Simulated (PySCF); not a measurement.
`C[C](C)(C)[GeH]1[CH2]C=C[CH2]1`. Theory: PySCF, PBE0-D3(BJ)/def2-SVP geometry optimisation, gas phase.

```
atom  x, y, z in Å
C1    -2.3265    1.3491    0.7057
C2    -1.5961    0.4482   -0.2888
C3    -2.3801    0.3627   -1.5973
C4    -1.4063   -0.9473    0.3044
Ge5    0.1896    1.2209   -0.6633
C6     1.3209    0.0360   -1.7647
C7     2.3849   -0.3945   -0.7935
C8     2.4248    0.1177    0.4464
C9     1.4070    1.1321    0.8885
H10   -1.7804    1.4356    1.6591
H11   -3.3270    0.9402    0.9367
H12   -2.4707    2.3665    0.3076
H13   -1.8724   -0.2750   -2.3392
H14   -2.5276    1.3554   -2.0525
H15   -3.3810   -0.0719   -1.4216
H16   -0.8387   -0.9201    1.2481
H17   -2.3858   -1.4100    0.5224
H18   -0.8716   -1.6196   -0.3853
H19    0.0293    2.6438   -1.2475
H20    0.7607   -0.8262   -2.1656
H21    1.7505    0.5562   -2.6373
H22    3.1353   -1.1294   -1.1086
H23    3.2081   -0.1981    1.1458
H24    1.8724    2.1062    1.1146
H25    0.8892    0.8166    1.8106
```

**Question.** Give the dihedral angles C2–Ge5–C9–H24, H10–C1–C2–C3, Ge5–C6–C7–C8, C3–C2–Ge5–C6.

**Answer.** C2–Ge5–C9–H24 -129° (anticlinal); H10–C1–C2–C3 180° (antiperiplanar); Ge5–C6–C7–C8 -5° (synperiplanar); C3–C2–Ge5–C6 -67° (synclinal). Dihedral signs follow IUPAC: positive where, seen along the central bond, the front bond turns clockwise onto the rear one.

**Question.** Where is the centre of mass (commonest isotopes), and what is the radius of gyration?

**Answer.** Mass 186.046 u; centre at (0.022, 0.652, -0.424) Å; Rg = √(Σ m r²/M) = 1.938 Å. As Ia + Ib + Ic = 2 Σ m r², the three principal moments sum to 1398.0 u·Å².

**Question.** What is the longest distance between nuclei?

**Answer.** H11···H22, 7.09 Å; the next longest distance is 7.07 Å.

**Question.** How far apart are these pairs, which share no bond: C1···H20, C2···C6, Ge5···H11, C7···H15, C9···H13, H12···H19, H18···H23?

**Answer.** C1···H20 4.744 Å (4 bonds apart); C2···C6 3.295 Å (2 bonds apart); Ge5···H11 3.874 Å (3 bonds apart); C7···H15 5.809 Å (5 bonds apart); C9···H13 4.812 Å (4 bonds apart); H12···H19 2.957 Å (4 bonds apart); H18···H23 4.584 Å (6 bonds apart).

**Question.** What is the repulsion energy of the bare nuclei, Σ ZA·ZB/RAB?

**Answer.** 788.57 Eh over 300 pairs, with full nuclear charges and distances in bohr; the largest single term is 51.47 Eh (Ge5 with C6, or a pair equal to it).

**Question.** Write the matrix of distances between heavy atoms (Å, lower triangle).

**Answer.** 
```
C1    0.000
C2    1.528  0.000
C3    2.506  1.528  0.000
C4    2.506  1.528  2.506  0.000
Ge5   2.867  1.981  2.866  2.861  0.000
C6    4.597  3.295  3.719  3.562  1.974  0.000
C7    5.243  4.100  4.891  3.985  2.729  1.503  0.000
C8    4.915  4.101  5.227  3.979  2.728  2.473  1.342  0.000
C9    3.744  3.297  4.595  3.547  1.974  2.872  2.473  1.503  0.000
```

The point group is Cs within 0.08 Å; differences among equivalent distances and angles are scatter left by the optimiser. No PBE0-D3(BJ)/def2-SVP frequencies stand behind this structure, so it isn't proved a minimum.
